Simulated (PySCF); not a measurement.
Radial density of Kr²⁺ (krypton, charge +2)

PBE0, [Ar] 3d10 4s2 4p4, high-spin 3P determinant. Computed with PySCF 2.14 in def2-TZVP, with the non-relativistic Hamiltonian (point nucleus).

```json
{"r (bohr)": "0.000585", "4πr²ρ (e/bohr)": "0.1325", "4πr²(ρα − ρβ)": "0.0000"}
{"r (bohr)": "0.000983", "4πr²ρ (e/bohr)": "0.3654", "4πr²(ρα − ρβ)": "0.0000"}
{"r (bohr)": "0.00165", "4πr²ρ (e/bohr)": "0.9828", "4πr²(ρα − ρβ)": "0.0000"}
{"r (bohr)": "0.00278", "4πr²ρ (e/bohr)": "2.567", "4πr²(ρα − ρβ)": "0.0000"}
{"r (bohr)": "0.00468", "4πr²ρ (e/bohr)": "6.331", "4πr²(ρα − ρβ)": "-0.0001"}
{"r (bohr)": "0.00787", "4πr²ρ (e/bohr)": "14.26", "4πr²(ρα − ρβ)": "0.0000"}
{"r (bohr)": "0.0132", "4πr²ρ (e/bohr)": "27.47", "4πr²(ρα − ρβ)": "0.0007"}
{"r (bohr)": "0.0223", "4πr²ρ (e/bohr)": "41.15", "4πr²(ρα − ρβ)": "0.0057"}
{"r (bohr)": "0.0375", "4πr²ρ (e/bohr)": "42.74", "4πr²(ρα − ρβ)": "0.0278"}
{"r (bohr)": "0.0630", "4πr²ρ (e/bohr)": "36.52", "4πr²(ρα − ρβ)": "0.0855"}
{"r (bohr)": "0.106", "4πr²ρ (e/bohr)": "49.17", "4πr²(ρα − ρβ)": "0.1186"}
{"r (bohr)": "0.178", "4πr²ρ (e/bohr)": "45.22", "4πr²(ρα − ρβ)": "-0.0012"}
{"r (bohr)": "0.300", "4πr²ρ (e/bohr)": "30.29", "4πr²(ρα − ρβ)": "0.1691"}
{"r (bohr)": "0.504", "4πr²ρ (e/bohr)": "34.97", "4πr²(ρα − ρβ)": "0.1815"}
{"r (bohr)": "0.848", "4πr²ρ (e/bohr)": "10.79", "4πr²(ρα − ρβ)": "0.2423"}
{"r (bohr)": "1.43", "4πr²ρ (e/bohr)": "5.046", "4πr²(ρα − ρβ)": "1.4692"}
{"r (bohr)": "2.40", "4πr²ρ (e/bohr)": "1.466", "4πr²(ρα − ρβ)": "0.5531"}
{"r (bohr)": "4.04", "4πr²ρ (e/bohr)": "0.04129", "4πr²(ρα − ρβ)": "0.0141"}
{"r (bohr)": "6.79", "4πr²ρ (e/bohr)": "7.993e-05", "4πr²(ρα − ρβ)": "0.0000"}
```
